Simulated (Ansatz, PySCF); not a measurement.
CH2Cl5Si2, doublet, at a GFN2-xTB geometry. Base run: PBE/STO-3G (PySCF).

The PySCF input:
```python
from pyscf import gto, scf, dft

mol = gto.Mole()
mol.atom = '''
    Cl    3.41525895   -1.34409871   -0.27085055
    Si    1.74669864   -0.28088033   -0.75186272
    Cl    1.94499597    1.60955830   -0.04047943
    C     0.24015503   -1.15886881    0.05257970
    Si   -1.35818607   -0.12608024    0.18853658
    Cl   -1.19850249    1.18695867    1.71029326
    Cl   -2.91472829   -1.36456811    0.55088283
    Cl   -1.68554634    0.86518030   -1.53683948
    H     0.03314168   -2.07281011   -0.50320774
    H     0.54162996   -1.47804627    1.05318232
'''
mol.basis = 'sto-3g'
mol.spin = 1
mol.verbose = 4
mol.build()

mf = dft.UKS(mol)
mf.xc = 'pbe'
mf.kernel()
```

The same geometry, method and basis name were run in Ansatz (a first-principles code) and PySCF, at each program's defaults and at the settings that a row names. The base is PySCF at its defaults. Differences at the defaults can come from grids, fitting, cores and function types together.

| code and settings | ΔE vs base (mEh) | basis functions | E (Eh) | SCF cycles | dipole (D) |
|---|---|---|---|---|---|
| PySCF, defaults (exact integrals, its default grid, spherical functions) | 0.000 | 70 | -2885.89325 | 10 | 2.41 |
| Ansatz, defaults (factorised integrals, its default grid, spherical functions) | -0.003 | 70 | -2885.89326 | - | - |
| PySCF, density fitting with def2-universal-jkfit | -5.813 | 70 | -2885.89907 | 10 | 2.41 |
| PySCF, fine grid | 0.000 | 70 | -2885.89325 | 10 | 2.41 |
| Ansatz, high accuracy | 0.001 | 70 | -2885.89325 | - | - |

Open shells are given as the SCF converged; they aren't shown to be the lowest states, and a large step between rows can be another state.
